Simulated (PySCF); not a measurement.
# BrSiN: one-bond stretch

Computed with PBE0/[Si def2-TZVP, N def2-TZVP, Br def2-TZVP], no relativity, density fitting, PySCF.

Rigid scan from the singlet minimum (Si–Br 2.171 Å, Si–N 1.558 Å; Br–Si–N 180.0°). Coordinate: the bond from Si to the last atom (Br) scaled, the rest fixed. Energies in kJ/mol from the minimum.

| scale of one bond | E (kJ/mol) | dipole size (D) |
| --- | --- | --- |
| 0.92 | 31.0 | 5.44 |
| 0.96 | 6.8 | 5.03 |
| 1.00 | 0.0 | 4.62 |
| 1.05 | 7.9 | 4.11 |
| 1.12 | 36.7 | 3.42 |
| 1.20 | 81.4 | 2.70 |
| 1.35 | 169.6 | 1.60 |
| 1.55 | 266.0 | – |
| 1.80 | 344.5 | – |
| 2.20 | 404.6 | – |

At long bonds a restricted determinant can lie too high, and another spin state can fall below this curve.

Other isomers or separated fragments may lie lower.
